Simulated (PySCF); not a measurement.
Two species compared at the same levels of theory.

First species: C3H7FSi.
SMILES: `C1[C@@H]([C@@H]1F)[SiH3]`

Second species: C7H11BSi.
SMILES: `C1=C(BC=CC=C1)C[SiH3]`

Levels: CAM-B3LYP/def2-SVPD for dipole moment, HOMO energy, LUMO energy, HOMO–LUMO gap, static isotropic polarisability and electronic spatial extent ⟨r²⟩ about the centre of nuclear charge; TDDFT CAM-B3LYP/def2-SVPD for lowest singlet excitation; TDA CAM-B3LYP/def2-SVPD for lowest triplet excitation (Tamm–Dancoff); ΔSCF CAM-B3LYP/def2-SVPD for vertical ionisation energy; PBE0-D3(BJ)/def2-SVP for rotational constant A and rotational constant C. Geometries: PBE0-D3(BJ)/def2-SVP. Each species is one conformer at its optimised geometry, gas phase, non-relativistic unless stated. Electronic properties by PySCF.

Dipoles, sizes and rotational constants follow the conformer. The torsions of the flexible species, by atom-mapped SMILES:
- `[SiH3:1][CH2:2][C:3]1=[CH:4][CH:5]=[CH:6][CH:7]=[CH:8][BH:9]1`: Si1–C2–C3–C4 -93°

Values for the first species:

| Property | Result |
| --- | --- |
| Dipole moment | 2.05 D |
| HOMO energy | -9.74 eV |
| LUMO energy | 1.22 eV |
| HOMO–LUMO gap | 10.96 eV |
| Lowest singlet excitation | 7.84 eV |
| Lowest triplet excitation (Tamm–Dancoff) | 7.60 eV |
| Static isotropic polarisability | 62.3 au |
| Vertical ionisation energy | 10.61 eV |
| Electronic spatial extent ⟨r²⟩ about the centre of nuclear charge | 572 bohr² |
| Rotational constant A | 6.423 GHz |
| Rotational constant C | 2.321 GHz |

Estimate the same properties for the second species, and the change in each.

```csv
property,first,second,second less first
dipole moment,2.05 D,1.87 D,-0.18 D
HOMO energy,-9.74 eV,-7.87 eV,+1.87 eV
LUMO energy,1.22 eV,-0.95 eV,-2.17 eV
HOMO–LUMO gap,10.96 eV,6.92 eV,-4.04 eV
lowest singlet excitation,7.84 eV,4.30 eV,-3.54 eV
lowest triplet excitation (Tamm–Dancoff),7.60 eV,2.64 eV,-4.96 eV
static isotropic polarisability,62.3 au,132.1 au,+69.8 au
vertical ionisation energy,10.61 eV,8.41 eV,-2.20 eV
electronic spatial extent ⟨r²⟩ about the centre of nuclear charge,572 bohr²,1736 bohr²,+1164 bohr²
rotational constant A,6.423 GHz,2.776 GHz,-3.647 GHz
rotational constant C,2.321 GHz,0.684 GHz,-1.637 GHz
```

On the first: A dipole of 2.05 D is allowed in C1, and pure rotational transitions are dipole-allowed. S1 lies 3.12 eV below the HOMO–LUMO gap; its leading configuration is HOMO→LUMO, weight 0.74.

On the second: The polarisability is 19.58 Å³ as a volume (1 au = 0.148185 Å³), or 1.83 au for each of the 72 electrons. No computed singlet falls in the visible range (750 to 380 nm, 1.65 to 3.26 eV); S1 lies 1.04 eV above its blue end.
